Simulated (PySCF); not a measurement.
C4H6Si, charge -1, doublet (typed; the unrestricted solution is spin-contaminated), at a GFN2-xTB geometry (a state made from the parent by changing its charge; the spin is typed, not shown lowest) (in this run its highest filled SCF level lies above zero, so its values depend strongly on the basis, on diffuse functions most of all); HF/STO-3G run with PySCF.

The PySCF input:
```python
from pyscf import gto, scf

mol = gto.M(
    atom='''
C    -1.23510431    0.76204970   -0.41109720
C     0.04736362    1.26807139   -0.28472306
Si    1.19340311   -0.07161919    0.24325478
C    -0.21341171   -1.25810642    0.25087701
C    -1.37625835   -0.60533511   -0.12118435
H    -2.08793344    1.37087101   -0.71409621
H     0.26664660    2.31268264   -0.48503378
H     1.95641833    0.12605762    1.54710508
H     2.37636754   -0.38607924   -0.66394090
H    -0.21116985   -2.31601195    0.49634177
H    -2.34350829   -1.10492880   -0.18917728
''',
    basis='sto-3g',
    charge=-1,
    spin=1,
    verbose=4,
)

mf = scf.UHF(mol)
mf.init_guess = '1e'
mf.kernel()
mf.analyze()
```

Output, abridged:

```
PySCF version 2.14.0

[INPUT] verbose = 4
[INPUT] num. atoms = 11
[INPUT] num. electrons = 45
[INPUT] charge = -1
[INPUT] spin (= nelec alpha-beta = 2S) = 1
[INPUT] symmetry False subgroup None
[INPUT] Mole.unit = angstrom
[INPUT] Symbol           X                Y                Z      unit          X                Y                Z       unit  Magmom
[...]
nuclear repulsion = 201.668212292893
number of shells = 23
number of NR pGTOs = 105
number of NR cGTOs = 35
basis = sto-3g
ecp = {}

******** <class 'pyscf.scf.uhf.UHF'> ********
method = UHF
initial guess = 1e
damping factor = 0
level_shift factor = 0
DIIS = <class 'pyscf.scf.diis.CDIIS'>
diis_start_cycle = 1
diis_space = 8
diis_damp = 0
SCF conv_tol = 1e-09
SCF conv_tol_grad = None
SCF max_cycles = 50
direct_scf = True
direct_scf_tol = 1e-13
number electrons alpha = 23  beta = 22
Set gradient conv threshold to 3.16228e-05
Initial guess from hcore.

init E= -420.707378221418
cycle= 1 E= -428.471221644029  delta_E= -7.76  |g|= 2.87  |ddm|= 13.7
cycle= 2 E= -418.494304879264  delta_E= 9.98  |g|= 2.88  |ddm|= 10.9
cycle= 3 E= -437.015013035787  delta_E= -18.5  |g|= 1.31  |ddm|=  8.1
cycle= 4 E= -438.123785474144  delta_E= -1.11  |g|= 0.644  |ddm|= 1.38
cycle= 5 E= -438.378724080569  delta_E= -0.255  |g|= 0.291  |ddm|= 0.617
cycle= 6 E= -438.453638397703  delta_E= -0.0749  |g|= 0.0815  |ddm|= 0.423
cycle= 7 E= -438.462102706178  delta_E= -0.00846  |g|= 0.0142  |ddm|= 0.184
cycle= 8 E= -438.462560907956  delta_E= -0.000458  |g|= 0.00983  |ddm|= 0.042
cycle= 9 E= -438.462806958863  delta_E= -0.000246  |g|= 0.00347  |ddm|= 0.0417
cycle= 10 E= -438.462844442194  delta_E= -3.75e-05  |g|= 0.00132  |ddm|= 0.0177
cycle= 11 E= -438.462850122422  delta_E= -5.68e-06  |g|= 0.000511  |ddm|= 0.00675
cycle= 12 E= -438.462851028682  delta_E= -9.06e-07  |g|= 0.000196  |ddm|= 0.00304
cycle= 13 E= -438.462851139511  delta_E= -1.11e-07  |g|= 7.06e-05  |ddm|= 0.000975
cycle= 14 E= -438.462851152547  delta_E= -1.3e-08  |g|= 1.69e-05  |ddm|= 0.000365
cycle= 15 E= -438.462851153173  delta_E= -6.26e-10  |g|= 5.57e-06  |ddm|= 7.07e-05
Extra cycle  E= -438.462851153227  delta_E= -5.37e-11  |g|= 3.64e-06  |ddm|= 1.2e-05
converged SCF energy = -438.462851153227  <S^2> = 0.88190427  2S+1 = 2.1278198
**** SCF Summaries ****
Total Energy =                        -438.462851153226779
Nuclear Repulsion Energy =             201.668212292892946
One-electron Energy =                -1017.470895896904040
Two-electron Energy =                  377.339832450784343
Two-electron Coulomb Energy =          421.213996317268311
DFT Exchange-Correlation Energy =      -43.874163866483968
**** MO energy ****
                             alpha | beta                alpha | beta
[...]
To work with the spin densities directly, `use mulliken_meta_spin()` only printing them here.

 ** Mulliken spin pop alpha/beta on meta-lowdin orthogonal AOs **
 ** Mulliken Spin Density (per AO)  **
spin_pop of  0 C 1s        0.00000
spin_pop of  0 C 2s       -0.01066
spin_pop of  0 C 2px      -0.01642
spin_pop of  0 C 2py      -0.00742
spin_pop of  0 C 2pz      -0.03782
spin_pop of  1 C 1s       -0.00002
spin_pop of  1 C 2s        0.05005
spin_pop of  1 C 2px       0.04685
spin_pop of  1 C 2py       0.05283
spin_pop of  1 C 2pz       0.46301
spin_pop of  2 Si 1s       -0.00000
spin_pop of  2 Si 2s        0.00001
spin_pop of  2 Si 3s       -0.03077
spin_pop of  2 Si 2px      -0.00000
spin_pop of  2 Si 2py      -0.00001
spin_pop of  2 Si 2pz       0.00001
spin_pop of  2 Si 3px      -0.02870
spin_pop of  2 Si 3py      -0.05365
spin_pop of  2 Si 3pz      -0.00545
spin_pop of  3 C 1s       -0.00002
spin_pop of  3 C 2s        0.05005
spin_pop of  3 C 2px       0.04831
spin_pop of  3 C 2py       0.05198
spin_pop of  3 C 2pz       0.46240
spin_pop of  4 C 1s        0.00000
spin_pop of  4 C 2s       -0.01066
spin_pop of  4 C 2px      -0.01379
spin_pop of  4 C 2py      -0.00896
spin_pop of  4 C 2pz      -0.03893
spin_pop of  5 H 1s        0.00300
spin_pop of  6 H 1s       -0.03588
spin_pop of  7 H 1s        0.05177
spin_pop of  8 H 1s        0.05177
spin_pop of  9 H 1s       -0.03588
spin_pop of  10 H 1s        0.00300
 ** Mulliken Spin Density (per atom)  **
spin density of  0 C =     -0.07233
spin density of  1 C =      0.61272
spin density of  2 Si =     -0.11857
spin density of  3 C =      0.61272
spin density of  4 C =     -0.07233
spin density of  5 H =      0.00300
spin density of  6 H =     -0.03588
spin density of  7 H =      0.05177
spin density of  8 H =      0.05177
spin density of  9 H =     -0.03588
spin density of  10 H =      0.00300
 ** Mulliken pop alpha/beta on meta-lowdin orthogonal AOs **
 ** Mulliken pop       alpha | beta **
[...]
In total            23.00000 | 22.00000
 ** Mulliken atomic charges   ( Nelec_alpha | Nelec_beta ) **
charge of  0C =     -0.15203  (     3.03985      3.11218 )
charge of  1C =     -0.33306  (     3.47289      2.86017 )
charge of  2Si =      0.58581  (     6.64781      6.76638 )
charge of  3C =     -0.33306  (     3.47289      2.86017 )
charge of  4C =     -0.15203  (     3.03985      3.11218 )
charge of  5H =     -0.03969  (     0.52135      0.51834 )
charge of  6H =     -0.04391  (     0.50401      0.53990 )
charge of  7H =     -0.22421  (     0.63799      0.58622 )
charge of  8H =     -0.22421  (     0.63799      0.58622 )
charge of  9H =     -0.04391  (     0.50401      0.53990 )
charge of  10H =     -0.03969  (     0.52135      0.51834 )

WARN: System has nonzero charge -1; the dipole moment is origin-dependent.
Location of origin: [0. 0. 0.]

Dipole moment(X, Y, Z, Debye):  1.34029, -0.08043,  0.27320
```
